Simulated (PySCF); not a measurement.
# How methods differ on the excitation energy of Sn

Sn [Kr] 4d10 5s2 5p2 (3P) → Sn [Kr] 4d10 5s1 5p3 (5S), as a difference of total energies. Computed with PySCF 2.14 in def2-TZVPPD with the def2 core potential (28 electrons) (7s5p4d2f, 56 functions), with a scalar-relativistic core potential. Correlated levels: valence and next inner shell: nothing frozen outside the core potential. The calculations carry no spin-orbit coupling.

```csv
method,excitation energy (eV),error (eV)
UHF,2.961,-1.646
MP2 (valence and next inner shell),4.429,-0.178
SCS-MP2 (valence and next inner shell),4.665,+0.058
CCSD (valence and next inner shell),4.348,-0.259
CCSD(T) (valence and next inner shell),4.427,-0.180
```

Reference: 4.607 eV (measured; NIST levels, between the centres of gravity of the two terms).

Errors of the correlated levels include the incompleteness of this basis.
